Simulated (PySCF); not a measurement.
**Structure from NMR data**

The spectra below were simulated for a compound C8H7FO2.

¹H NMR (400 MHz, computed): δ 7.99 (ddd, J = 10.3, 2.5, 1.4 Hz, 1H), 7.59 (ddd, J = 9.3, 8.4, 5.3 Hz, 1H), 7.25 (ddd, J = 9.3, 8.4, 2.5 Hz, 1H), 7.18 (dd, J = 8.4, 1.4 Hz, 1H), 6.02 (br s, 1H), 3.41 (s, 2H).

¹³C{¹H} NMR (computed): δ 182.5 (C), 172.6 (C, d, J = 315.8 Hz), 148.2 (C, d, J = 5.4 Hz), 141.2 (CH, d, J = 5.6 Hz), 132.1 (CH), 124.9 (CH, d, J = 20.3 Hz), 123.0 (CH, d, J = 19.2 Hz), 38.3 (CH2).

- GIAO HF/pcSseg-2 shieldings
- coordinates at the PBE0-D3(BJ)/def2-SVP level
- B3LYP/pcJ-1 coupling constants (spin–dipole term only in couplings to heteroatoms)
- run in PySCF 2.14
- non-relativistic Hamiltonian, in vacuum, rapidly exchanging positions averaged, single conformer

Referencing at the same level of theory: ¹H (σ = 31.68 ppm) and ¹³C (σ = 191.47 ppm) against TMS.

Q: What is the structure?

A: 
1. Rings plus π bonds: 5 (1 ring in the answer).
2. 8 carbon signals for 8 carbons: no two carbons are equivalent.
3. Carbon types of the structure: 3 × C, 4 × CH, 1 × CH2, leaving 1 H on heteroatoms.
4. δC 182.5: carboxylic acid carbon; it is a carbonyl in resonance with an O or N lone pair, the region of acids, esters and amides.
5. δC 172.6: aromatic carbon bearing fluorine; an ipso carbon deshielded by its heteroatom.
6. δC 148.2: substituted aromatic carbon.
7. δC 141.2, 132.1, 124.9, 123.0: aromatic CH.
8. δC 38.3: sp3 CH2 α to a carbonyl; the adjacent C=O deshields it moderately.
9. δH 7.99, 7.59, 7.25, 7.18: hydrogen on an aromatic CH; ring-current deshielding.
10. δH 6.02: hydrogen on an acid hydroxyl oxygen; exchangeable; this is the value without hydrogen bonding to other molecules.
11. The protons at 7.59 and 7.25 share a coupling of 9.3 Hz (vicinal, an ortho-type coupling).
12. The protons at 7.18 and 7.59 share a coupling of 8.4 Hz (vicinal, an ortho-type coupling).

These data were computed for SMILES O=C(O)Cc1cccc(F)c1.

The shifts were computed for this structure.

OH and NH positions are those of a molecule without intermolecular hydrogen bonds; in solution they move with solvent, concentration and temperature, and exchange usually removes their couplings. C–F couplings over four or more bonds (about 3 Hz to the para carbon of a fluoroarene) are left out. Common functionals overestimate the size of one-bond C–F couplings by tens of Hz; these are unscaled. Multiplet labels drop couplings under 1 Hz and merge nearly equal ones. Unscaled 3J(H,H) at this level run about 10 % above measured values. Shifts are as computed, not scaled to solution data. Of 1328 compounds with measured shifts, 309 miss one by over three times the rms of a fit or turn the order of signals round; such compounds aren't used in these exercises. Signals without a measured value on file couldn't be tested in this way. Hydrogen bonding in solution deshields acid and N–H amide carbonyl carbons by as much as 10 ppm beyond these values.
